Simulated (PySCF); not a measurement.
1,2-dichlorocyclobutene (C4H4Cl2), SMILES ClC1=C(CC1)Cl.

Coordinates come from a B3LYP-D3(BJ)/def2-SVP optimisation.

All values below come from PySCF with PBE0/def2-TZVP.

Symmetry labels are those of the subgroup C2v that the program uses (full group C2v).

Computed valence orbital energies around the gap with their symmetry:
| orbital | symmetry | energy (eV) |
|---|---|---|
| HOMO−7 | A2 | -10.95 |
| HOMO−6 | B2 | -10.60 |
| HOMO−5 | B1 | -10.59 |
| HOMO−4 | A1 | -10.29 |
| HOMO−3 | A2 | -9.75 |
| HOMO−2 | B1 | -9.10 |
| HOMO−1 | A1 | -8.87 |
| HOMO | B2 | -6.96 |
| LUMO | A2 | -0.14 |
| LUMO+1 | A1 | 0.93 |
| LUMO+2 | A1 | 1.24 |
| LUMO+3 | B1 | 1.72 |
